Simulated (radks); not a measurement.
The silver ion Ag3+, configuration [Kr] 4d8.

Calculated with a radial shooting solver on a logarithmic mesh with Libxc functionals: non-relativistic Kohn-Sham, PBEsol, spin-polarised, spherical densities, point nucleus; open shells are filled with parallel spins first (spin-orbit coupling, left out, can overturn this in heavy ions); relativity is left out, which matters for an element this heavy.

Energy parts (eV):
part                       energy
total                 -141357.274
kinetic                141293.392
electron-nucleus      -335030.495
Hartree                 56247.999
exchange-correlation    -3868.171

Orbitals (lengths in bohr, moments of r in powers of bohr; r(max) is where P^2 peaks):
| orbital | occ. | eigenvalue (eV) | <1/r> | <r> | r(max) | <r^2> |
|---|---|---|---|---|---|---|
| 1s up | 1 | -24554.72 | 46.46 | 0.03240 | 0.02145 | 0.001405 |
| 1s down | 1 | -24554.72 | 46.46 | 0.03240 | 0.02145 | 0.001405 |
| 2s up | 1 | -3575.201 | 10.57 | 0.1406 | 0.1191 | 0.02321 |
| 2s down | 1 | -3574.767 | 10.57 | 0.1405 | 0.1191 | 0.02321 |
| 2p up | 3 | -3330.159 | 10.57 | 0.1201 | 0.09340 | 0.01754 |
| 2p down | 3 | -3329.834 | 10.57 | 0.1200 | 0.09339 | 0.01754 |
| 3s up | 1 | -684.4205 | 3.760 | 0.3815 | 0.3447 | 0.1663 |
| 3s down | 1 | -684.1854 | 3.760 | 0.3814 | 0.3447 | 0.1662 |
| 3p up | 3 | -585.7033 | 3.678 | 0.3734 | 0.3312 | 0.1617 |
| 3p down | 3 | -585.4377 | 3.678 | 0.3733 | 0.3313 | 0.1616 |
| 3d up | 5 | -403.1285 | 3.526 | 0.3456 | 0.2740 | 0.1422 |
| 3d down | 5 | -402.7381 | 3.526 | 0.3456 | 0.2741 | 0.1421 |
| 4s up | 1 | -126.9217 | 1.464 | 0.9352 | 0.8469 | 0.9895 |
| 4s down | 1 | -125.3078 | 1.465 | 0.9347 | 0.8461 | 0.9887 |
| 4p up | 3 | -95.5894 | 1.353 | 0.9990 | 0.8844 | 1.140 |
| 4p down | 3 | -93.9611 | 1.354 | 0.9989 | 0.8836 | 1.140 |
| 4d up | 5 | -44.9690 | 1.073 | 1.235 | 1.005 | 1.800 |
| 4d down | 3 | -43.4006 | 1.069 | 1.242 | 1.005 | 1.824 |

The highest occupied level is 4d down at -43.401 eV. For comparison, the ionisation energy in NIST's Atomic Spectra Database is 49 eV (theoretical). In exact Kohn-Sham theory the highest level is minus the ionisation energy, but local and semilocal functionals leave it too shallow, through self-interaction and a potential that decays too fast; potentials with the right tail come closer. The electron density at the nucleus is 7.276e+04 e/bohr^3. Summed over all electrons, <r^2> = 26.17 bohr^2, which gives a Langevin (diamagnetic) susceptibility term of -20.7 x 10^-6 cm^3/mol.
